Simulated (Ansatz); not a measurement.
Reaction (cleavage of the Si–B bond): `[SiH3]B[CH2][SnH3]` + `NCF` → `FCN[SiH3]` + `B[CH2][SnH3]`

Isolated molecules relaxed with PBE0-D4/def2-TZVP in Ansatz; ΔE leaves out vibrations. CCSD(T)/CBS is the MP2 limit (def2-TZVPP, def2-QZVPP) plus CCSD(T) − MP2 in def2-TZVPP, frozen cores. DFT in def2-TZVPP. B3LYP here is the variant with VWN-RPA as its local correlation; programs differ in this. HSE06 is defined as in plane-wave codes. def2 core potentials past Kr. For Sn outer-core shells are correlated without core-valence functions, which leaves a few kJ/mol of doubt a bond. Each species was taken in one conformer, which may not be the lowest.

| level | ΔE (kcal/mol) | difference from CCSD(T)/CBS |
| --- | --- | --- |
| LDA (SPW92) | -8.4 | 3.3 |
| PBE-D4 | -7.9 | 3.8 |
| revPBE-D4 | -8.2 | 3.5 |
| BLYP-D4 | -11.2 | 0.5 |
| r2SCAN-D4 | -10.8 | 0.9 |
| B97M-V | -10.5 | 1.2 |
| PBE0-D4 | -9.2 | 2.5 |
| B3LYP-D4 | -12.1 | -0.4 |
| r2SCANh-D4 | -11.1 | 0.6 |
| r2SCAN0-D4 | -11.5 | 0.2 |
| HSE06-D4 | -9.2 | 2.5 |
| CAM-B3LYP-D4 | -13.3 | -1.6 |
| ωB97X-V | -12.1 | -0.4 |
| ωB97M-V | -12.7 | -1.0 |
| PBE-QIDH | -11.6 | 0.1 |
| PBE | -8.4 | 3.3 |
| revPBE | -8.4 | 3.3 |
| PBE0 | -9.8 | 1.9 |
| B3LYP | -13.0 | -1.3 |
| r2SCANh | -11.3 | 0.4 |
| r2SCAN0 | -11.7 | 0.0 |
| HSE06 | -9.8 | 1.9 |
| BHLYP | -14.8 | -3.1 |
| CAM-B3LYP | -14.0 | -2.3 |
| RPA@PBE/def2-TZVPP | -12.0 | -0.3 |
| HF/def2-SVP | -15.2 | -3.5 |
| MP2/def2-SVP | -11.8 | -0.1 |
| CCSD/def2-SVP | -11.0 | 0.7 |
| CCSD(T)/def2-SVP | -10.4 | 1.3 |
| HF/def2-TZVPP | -17.1 | -5.4 |
| MP2/def2-TZVPP | -13.3 | -1.6 |
| SCS-MP2/def2-TZVPP | -14.1 | -2.4 |
| CCSD/def2-TZVPP | -12.6 | -0.9 |
| CCSD(T)/def2-TZVPP | -11.8 | -0.1 |
| HF/def2-QZVPP | -17.4 | -5.7 |
| MP2/def2-QZVPP | -13.4 | -1.7 |
| SCS-MP2/def2-QZVPP | -14.2 | -2.5 |
| HF/CBS(def2) | -17.5 | -5.8 |
| MP2/CBS(def2) | -13.2 | -1.5 |
| CCSD/CBS(def2) | -12.5 | -0.8 |
| CCSD(T)/CBS | -11.7 | 0 |

Largest T1 diagnostic among the species: 0.013.

At CCSD(T), def2-SVP lies +1.3 kcal/mol from the extrapolated value and def2-TZVPP −0.1 kcal/mol. Leaving LDA and LC-ωPBE aside and taking each functional with its dispersion term where it has one, the values, not all of them listed here, spread over 5.7 kcal/mol, from BHLYP-D4 to PBE-D4.
